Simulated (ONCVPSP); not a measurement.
An all-electron radial function and its pseudo partner (caesium (Cs))

Columns: radius, all-electron u(r) and pseudo u(r) of the 5s shell (level -26.73 eV) of caesium in the configuration [Kr] 4d10 5s2 5p6 6s1; PBE, scalar-relativistic, ONCV scheme, ONCVPSP 4.0.1.

```
r (bohr)  all-electron  pseudo
   0.173        0.2229  0.1342
   0.345       -0.0200  0.2646
   0.518       -0.4581  0.3893
   0.690       -0.3104  0.5027
   0.862        0.0927  0.6014
   1.035        0.4722  0.6816
   1.208        0.7277  0.7390
   1.380        0.8571  0.7711
   1.553        0.8912  0.7771
   1.725        0.8611  0.7580
   1.898        0.7927  0.7167
   2.070        0.7062  0.6586
   2.242        0.6141  0.5893
   2.415        0.5240  0.5141
   2.588        0.4410  0.4386
   2.760        0.3675  0.3673
   2.932        0.3037  0.3037
   3.105        0.2490  0.2490
   3.278        0.2031  0.2031
   3.450        0.1652  0.1651
   3.623        0.1337  0.1336
   3.795        0.1080  0.1079
   3.968        0.0869  0.0869
   4.140        0.0698  0.0698
   4.312        0.0561  0.0561
   4.485        0.0449  0.0449
```

Question: How many radial nodes do the two functions have?

Answer: The all-electron 5s function has n − l − 1 = 4 (the table is too coarse to show those close to the nucleus); the pseudo-wave has 0, since the states of the same l below it are removed with the core.

Question: At about which radius was the pseudo-wave matched?

Answer: 2.85 bohr, where the columns begin to agree (steps of 0.17 bohr).

Question: Where does each function peak?

Answer: Outermost all-electron maximum near 1.55 bohr, pseudo maximum near 1.55 bohr (to the table’s step).

Question: Is the pseudo-wave norm-conserving?

Answer: Yes: the ONCV scheme keeps the norm inside the radius equal to the all-electron one, which fixes the energy derivative of the logarithmic derivative at the level.
